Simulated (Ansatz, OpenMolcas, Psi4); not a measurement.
# SiH4O4 (SMILES O[Si](O)(O)O): the HOMO–LUMO gap, rung by rung

The species is SiH4O4 (9 atoms), meant as a singlet with charge 0. SMILES: `O[Si](O)(O)O`. The shape is that of a PBE0-D4/def2-TZVP optimisation. This is one conformer, not always the lowest.

Quantity: the HOMO–LUMO gap, in eV. The values are calculated.

| level | kind | program | value (eV) |
| --- | --- | --- | --- |
| HF/def2-SVP | Hartree–Fock | Psi4 | 17.86 |
| SVWN5/def2-SVP | LDA | Ansatz | 7.10 |
| PBE/def2-SVP | GGA | Ansatz | 7.07 |
| M06-L/def2-SVP | meta-GGA | OpenMolcas | 8.28 |
| B3LYP/def2-SVP | global hybrid | OpenMolcas | 9.16 |
| PBE0/def2-SVP | global hybrid | OpenMolcas | 9.92 |
| HSE06/def2-SVP | range-separated hybrid | Ansatz | 9.13 |
| wB97X/def2-SVP | range-separated hybrid | Ansatz | 14.69 |
| B2PLYP/def2-SVP | double hybrid | OpenMolcas | 12.72 |

The values span 7.07 to 17.86 eV. Orbital gaps aren't excitation energies, and those of double hybrids come from the SCF part alone; they tend to grow with the share of exact exchange.
